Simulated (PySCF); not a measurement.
Compound: C3H6BF (charge -1 and doublet state).
Cartesian coordinates in Å at the PBE0-D3(BJ)/def2-SVP level; atoms count from 1:
```
atom  x, y, z in Å
B1    -0.277    1.601    0.216
C2    -0.166    0.094    0.058
C3     1.128   -0.544   -0.403
C4    -1.200   -0.779    0.319
F5    -1.054   -2.141    0.158
H6     0.688    2.322   -0.035
H7    -1.324    2.131    0.593
H8     1.531   -1.261    0.338
H9     1.001   -1.125   -1.338
H10    1.894    0.224   -0.584
H11   -2.207   -0.520    0.657
```

The hyperfine couplings belong to this conformer and change with its torsions.

As a line formula: `B[C-](C)[CH]F` [radical] (charge -1).

Level of theory: UKS B3LYP, IGLO-III on B C F, pcH-1 on H, non-relativistic, mean-field spin-orbit, GIAO in PySCF 2.14.0. Whether the extra electron is bound in the gas phase wasn't checked; a finite basis holds it in any case. The geometry's basis has no diffuse functions, a weakness for an anion. Stability of the SCF solution: not tested.

Question: Break the g tensor into its mass correction, gauge correction and orbital-Zeeman/spin–orbit terms.

Answer: 
```json
{"Δg (ppm)": "relativistic mass correction", "1": "-118", "2": "-118", "3": "-118"}
{"Δg (ppm)": "gauge correction", "1": "4", "2": "31", "3": "24"}
{"Δg (ppm)": "orbital Zeeman/spin–orbit", "1": "-30", "2": "888", "3": "1137"}
{"Δg (ppm)": "total", "1": "-144", "2": "801", "3": "1044"}
```

So g = 2.00218, 2.00312, 2.00336 and g_iso = 2.00289; the tensor is rhombic: the two nearest values differ by 20 % of g3 − g1. Axes: g3 points within 4° of the B1–H6 bond.

Question: Average each term over the three axes. Which is largest in size?

Answer: The orbital-Zeeman/spin–orbit term 665, the mass correction -118 and the gauge correction 20 ppm, for a total of 567 ppm. The orbital-Zeeman/spin–orbit term is the largest in size. The mass correction is the same along every axis, so the anisotropy comes from the other two: their spans along these axes are 27 (gauge) and 1168 ppm (orbital Zeeman/spin–orbit).

Question: What effective moment and Curie constant follow for a powder?

Answer: With the mean of g² = 4.0116 and S(S+1) = 0.75: μ_eff = √(⟨g²⟩S(S+1)) = 1.735 μB and χT = 0.12505·⟨g²⟩·S(S+1) = 0.376 cm³ K/mol (cgs; spin-Hamiltonian part alone).

Question: In a frozen sample, at which fields do the three g values resonate at 9.5, 34, 94 and 263 GHz (hyperfine left aside), and which band first spreads them over more than twice a line width of 1.0 mT?

Answer: 
```json
{"band": "X", "GHz": "9.5", "B(g3) mT": "338.81", "B(g2) mT": "338.85", "B(g1) mT": "339.01", "spread mT": "0.20"}
{"band": "Q", "GHz": "34.0", "B(g3) mT": "1212.57", "B(g2) mT": "1212.72", "B(g1) mT": "1213.29", "spread mT": "0.72"}
{"band": "W", "GHz": "94.0", "B(g3) mT": "3352.41", "B(g2) mT": "3352.81", "B(g1) mT": "3354.40", "spread mT": "1.99"}
{"band": "J", "GHz": "263.0", "B(g3) mT": "9379.60", "B(g2) mT": "9380.74", "B(g1) mT": "9385.17", "spread mT": "5.57"}
```

The spread grows in proportion to the frequency. J band is the first where it exceeds 2.0 mT.

The largest Mulliken spin populations are on B1 (+0.74), C4 (+0.51) and C2 (-0.15). The angles at B1 add up to 360.0°, so it is planar.

The HOMO–LUMO gaps are 2.95 eV among the α and 5.45 eV among the β orbitals.

The SMILES draws the unpaired electron on C4; the largest computed Mulliken spin population is on B1 (0.74 against 0.51).
